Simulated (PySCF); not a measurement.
Ge(H)(F), SMILES [F][GeH], PBE0/def2-SVP optimised geometry.

```
3

Ge    -0.81    -0.80     0.00
H     -0.95     0.80     0.00
F      0.95    -0.80     0.00
```

Density from PBE0/def2-TZVP (PySCF 2.14.0) at that geometry.

Minimum of the electron density along straight lines between bonded atoms, close to the bond critical point (lines longer than 1.1 times the sum of covalent radii, or with two minima, are not listed):

| bond | length / Å | ρ at the minimum / e bohr⁻³ | ∇²ρ there / e bohr⁻⁵ | position (fraction from the first atom) |
|---|---|---|---|---|
| Ge1–H2 | 1.612 | … | … | 0.58 |
| Ge1–F3 | 1.756 | 0.135 | … | 0.48 |

Q: What belongs in the gaps?

A: 
- Ge1–H2, ρ at the minimum / e bohr⁻³: 0.121
- Ge1–H2, ∇²ρ there / e bohr⁻⁵: 0.01
- Ge1–F3, ∇²ρ there / e bohr⁻⁵: 0.76
